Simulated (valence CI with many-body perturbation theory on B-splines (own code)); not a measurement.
# E1 transitions of Mg⁷⁺

Level of theory: relativistic CI+MBPT: three valence electrons over a frozen Dirac-Fock core [He], radial functions for each j: 11 s, 11 p, 10 d, 8 f, 5 g, 2 h, with the one-electron correlation potential Σ1 (screened to all orders), the two-electron term Σ2, the three-electron term Σ3, Breit, model QED; selected single and double excitations, second order for the rest, scaled by the run's own slope (own B-spline code, finite nucleus).

No measured levels were compared; by estimate levels hold to about 100 cm⁻¹ or 0.05 % of their energy and the worst to 300 or 400 cm⁻¹, as in measured light ions of charge 2 to 7.

Lines 201 to 250 of 580 in falling wavelength, among levels below 1904500 cm⁻¹, chosen from the strongest by gf and those to the six lowest levels. Wavelengths and rates use the calculated energies, so an error of 200 cm⁻¹ moves a line at 441.2 Å by 0.088 % and its rate by three times that or more. Electric multipoles are in the length gauge, E1 and E2 with the static RPA response of the core. Weak lines are less certain than strong ones. Lines between different terms over intervals too small for the method are left out, as are lines whose strength nearly cancels. Where a level lies close to another of its J and parity, the split of strength between their lines is uncertain. The highest levels of a list are the least certain.

Names give the largest LS component (configuration and term), which can be under half, so a name can repeat, a term be missing and a line seem to break the LS rules; names also repeat where a configuration has a term twice. Letters in brackets count levels of one name in rising energy.

```
λ vac (Å)                 Upper                 Lower   A (s⁻¹)  S (a.u.)
    441.2         2p2 3d 4F_9/2      2s 2p 3d 4F°_9/2  1.96e+09  8.30e-01
    440.9         2p2 3d 4F_7/2      2s 2p 3d 4F°_7/2  1.50e+09  5.08e-01
    440.8         2p2 3d 4F_5/2      2s 2p 3d 4F°_5/2  1.32e+09  3.35e-01
    440.8         2p2 3d 4F_3/2      2s 2p 3d 4F°_3/2  1.59e+09  2.68e-01
    438.0        2p2 3p 4P°_5/2       2s 2p 3p 4S_3/2  1.43e+09  3.55e-01
    437.2    2p2 3p 2P°_3/2 [a]   2s 2p 3p 2D_5/2 [a]  2.13e+09  3.51e-01
    436.6         2s 2p2 2D_5/2        2s2 2p 2P°_3/2  1.58e+09  3.89e-01
    436.5         2s 2p2 2D_3/2        2s2 2p 2P°_3/2  2.32e+08  3.80e-02
    434.0     2p2 3d 2D_5/2 [a]  2s 2p 3d 2F°_7/2 [a]  2.45e+09  5.93e-01
    430.7        2p2 3p 4D°_7/2       2s 2p 3p 4D_7/2  3.09e+09  9.74e-01
    430.5     2p2 3d 2D_3/2 [a]  2s 2p 3d 2F°_5/2 [a]  2.73e+09  4.30e-01
    430.4        2p2 3p 4D°_5/2       2s 2p 3p 4D_5/2  1.88e+09  4.44e-01
    430.3         2s 2p2 2D_3/2        2s2 2p 2P°_1/2  1.42e+09  2.23e-01
    428.4           2p3 2D°_5/2         2s 2p2 2D_5/2  3.14e+09  7.31e-01
    428.3           2p3 2D°_3/2         2s 2p2 2D_3/2  2.91e+09  4.51e-01
    428.2           2p3 2D°_3/2         2s 2p2 2D_5/2  4.16e+08  6.45e-02
    421.8         2p2 3d 4D_7/2      2s 2p 3d 4F°_9/2  2.47e+09  7.32e-01
    420.8         2p2 3s 4P_3/2      2s 2p 3s 4P°_5/2  2.01e+09  2.96e-01
    420.2         2p2 3d 4D_5/2      2s 2p 3d 4F°_7/2  2.34e+09  5.14e-01
    419.7        2p2 3p 4P°_5/2       2s 2p 3p 4D_7/2  1.77e+09  3.87e-01
    419.6         2p2 3d 4D_3/2      2s 2p 3d 4F°_5/2  1.82e+09  2.66e-01
    419.4         2p2 3d 4P_5/2      2s 2p 3d 4D°_7/2  3.39e+09  7.40e-01
    419.3         2p2 3s 4P_1/2      2s 2p 3s 4P°_3/2  3.77e+09  2.74e-01
    419.3         2p2 3s 2P_3/2  2s 2p 3s 2P°_3/2 [a]  5.80e+09  8.44e-01
    419.1         2p2 3s 2P_1/2  2s 2p 3s 2P°_1/2 [a]  4.73e+09  3.44e-01
    418.0         2p2 3d 4P_5/2      2s 2p 3d 4D°_5/2  1.11e+09  2.41e-01
    417.7         2p2 3s 4P_5/2      2s 2p 3s 4P°_5/2  3.20e+09  6.91e-01
    417.4        2p2 3p 4S°_3/2       2s 2p 3p 4P_5/2  2.39e+09  3.42e-01
    417.0     2p2 3d 2D_5/2 [c]  2s 2p 3d 2F°_7/2 [b]  3.88e+09  8.33e-01
    416.6     2p2 3d 2D_3/2 [c]  2s 2p 3d 2F°_5/2 [b]  4.10e+09  5.85e-01
    416.6         2p2 3d 4P_3/2      2s 2p 3d 4D°_5/2  2.10e+09  2.99e-01
    415.9    2p2 3p 2P°_3/2 [c]   2s 2p 3p 2P_3/2 [b]  1.85e+09  2.62e-01
    415.6        2p2 3p 4S°_3/2       2s 2p 3p 4P_3/2  1.74e+09  2.46e-01
    415.3         2p2 3s 4P_3/2      2s 2p 3s 4P°_1/2  1.94e+09  2.75e-01
    414.5         2p2 3s 2S_1/2  2s 2p 3s 2P°_3/2 [b]  5.95e+09  4.18e-01
    414.2         2p2 3s 4P_5/2      2s 2p 3s 4P°_3/2  1.41e+09  2.97e-01
    413.5    2p2 3p 2P°_1/2 [c]   2s 2p 3p 2D_3/2 [b]  6.44e+09  4.49e-01
    413.3    2p2 3p 2P°_3/2 [c]   2s 2p 3p 2D_5/2 [b]  5.26e+09  7.33e-01
    377.0         2s2 5g 2G_7/2  2s 2p 3d 2F°_5/2 [b]  1.45e+09  3.07e-01
    376.9         2s2 5g 2G_9/2  2s 2p 3d 2F°_7/2 [b]  1.50e+09  3.95e-01
    367.4  2s 2p 3d 2D°_3/2 [b]         2s2 3d 2D_3/2  5.10e+09  4.99e-01
    367.3  2s 2p 3d 2D°_5/2 [b]         2s2 3d 2D_5/2  5.30e+09  7.78e-01
    366.3   2s 2p 3p 2D_5/2 [b]        2s2 3p 2P°_3/2  4.03e+09  5.87e-01
    365.5   2s 2p 3p 2D_3/2 [b]        2s2 3p 2P°_1/2  3.90e+09  3.76e-01
    364.3   2s 2p 3p 2P_3/2 [b]        2s2 3p 2P°_3/2  5.47e+09  5.22e-01
    364.0   2s 2p 3p 2P_1/2 [b]        2s2 3p 2P°_1/2  4.29e+09  2.04e-01
    361.6  2s 2p 3s 2P°_1/2 [b]         2s2 3s 2S_1/2  5.70e+09  2.66e-01
    361.5  2s 2p 3s 2P°_3/2 [b]         2s2 3s 2S_1/2  5.62e+09  5.24e-01
    355.9           2p3 4S°_3/2         2s 2p2 4P_5/2  6.13e+09  5.45e-01
    355.7  2s 2p 3d 2P°_1/2 [b]         2s2 3d 2D_3/2  7.97e+09  3.54e-01
```
